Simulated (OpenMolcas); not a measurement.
Computed levels of 3d4 in ions with 22 electrons, in cm-1 above 5D0.

```yaml
Program: OpenMolcas 26.06
Method: SS-CASPT2, IPEA 0.25 Eh, imaginary shift 0.1 Eh
Basis: ANO-RCC-VQZP
Scalar_Hamiltonian: DKH2, point nucleus
Spin-orbit_coupling: RASSI with atomic mean-field integrals over the reference wave functions, term energies averaged over their components
```

Active space for each ion: 4 electrons in 10 orbitals (3d 4d); closed shells correlated by CASPT2: 3s 3p.

```tsv
Level	Fe4+	Ni6+	Cu7+
5D1	149	285	382
5D2	436	826	1096
5D3	848	1582	2080
5D4	1370	2520	3280
3P0(1)	24560	30640	33460
3H4	25280	32180	35500
3P1(1)	25450	32340	35710
3H5	25620	32850	36420
3H6	25990	33560	37350
```

**Question.** Estimate 5D4, 3P0(1), 3H4 for Co5+ from its neighbours Fe4+ and Ni6+.

**Answer.** 5D4 is fine structure, which grows about as the fourth power of a screened charge, so the fourth roots are averaged: ((1370^0.25 + 2520^0.25) / 2)^4 = 1880. The calculation gives 1913, so the estimate is off by -1.7 %; the measured value is 1782 (Sugar and Corliss, J. Phys. Chem. Ref. Data 10, 1097 (1981)).
3P0(1) is another term, which grows about linearly with the charge: (24560 + 30640) / 2 = 27600. The calculation gives 27680, so the estimate is off by -0.3 %; the measured value is 27166 (Sugar and Corliss, J. Phys. Chem. Ref. Data 10, 1097 (1981)).
3H4 is another term, which grows about linearly with the charge: (25280 + 32180) / 2 = 28730. The calculation gives 28770, so the estimate is off by -0.1 %; the measured value is 28377 (Sugar and Corliss, J. Phys. Chem. Ref. Data 10, 1097 (1981)).

Term energies are means over components that CASPT2 splits; among the terms shown or strongly mixed into the levels shown the widest spread is 38 cm-1 (3d4 3H, Ni6+). Active for correlation alone: 4d; no level in the range computed is led by a configuration that fills it, so any true level of that kind is missing. Computed and measured levels are paired by configuration, term and J; levels that our copy of the source lacks, or whose pairing is in doubt (as where it misses far off the trend of its configuration), stay unpaired and out of the deviations. Levels of configurations outside the active space are missing.

A number in round brackets counts repeated terms of one configuration in the order of the reference energies.
